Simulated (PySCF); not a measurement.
Stepwise substitution at one centre (Ga OH-NH2). Isolated molecules, 0 K electronic values unless said otherwise. One relaxed conformer stands for each flexible species; it need not be the lowest. Strings in code marks are SMILES.

All values below come from PySCF with B3LYP-D3(BJ)/def2-TZVP. B3LYP has the VWN-RPA correlation part, as in Gaussian. Excitations are Tamm–Dancoff values on a coarser integration grid. The basis has no diffuse functions, so Rydberg states are missing or too high.

```
species                                             HOMO–LUMO gap (eV)  S1–T1 gap (TDA) (eV)  brightest of the four lowest singlets (TDA) (eV)
--------------------------------------------------  ------------------  --------------------  ------------------------------------------------
0 of 3 OH replaced by NH2 (`[OH][Ga]([OH])[OH]`)                  7.32                  0.38                                              6.99
1 of 3 OH replaced by NH2 (`[NH2][Ga]([OH])[OH]`)                 6.40                  0.48                                              7.02
2 of 3 OH replaced by NH2 (`[OH][Ga]([NH2])[NH2]`)                6.22                  0.46                                              6.87
3 of 3 OH replaced by NH2                                         6.24                  0.46                                              6.43
```
